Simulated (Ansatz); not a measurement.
The same path of BClH3N + Cl (7 atoms, charge 0, multiplicity 2) was run twice with different band settings.

All numbers below come from UHF/6-31G* (Ansatz).

Relaxed end points:

```xyz
7
Properties=species:S:1:pos:R:3
B -0.050 -0.071 -0.055
Cl 0.141 -1.169 1.345
H 0.896 0.538 -0.419
N -1.279 0.039 -0.675
H -2.090 -0.463 -0.387
H -1.423 0.637 -1.458
Cl -0.110 0.489 4.759
```

```xyz
7
Properties=species:S:1:pos:R:3
B -0.545 0.169 0.260
Cl -1.124 -0.679 1.726
H 0.287 1.000 0.387
N -1.076 -0.158 -0.973
H -1.780 -0.852 -1.105
H -0.779 0.292 -1.811
Cl 1.103 0.228 4.625
```

Common settings: movable images 7; climbing image yes; spring 5.0 eV/Å²; optimiser quadratic models (default); start path through a guess of the saddle point; iteration limit 60; end points relaxed.

| run | force threshold |
| --- | --- |
| 1 | 0.03 eV/Å |
| 2 | 0.5 eV/Å |

(1) What does each run give, and how far can it be trusted?

Answers

(1) Run 1: converged after 37 iterations, highest image 0.000 eV above the first end. The highest image is an end point: on this band no image between the ends rises above it.
Run 2: converged after 6 iterations, highest image 0.039 eV above the first end. The threshold of 0.5 eV/Å is loose, so the images may lie well off the minimum-energy path. The order of the point at the top wasn't checked.
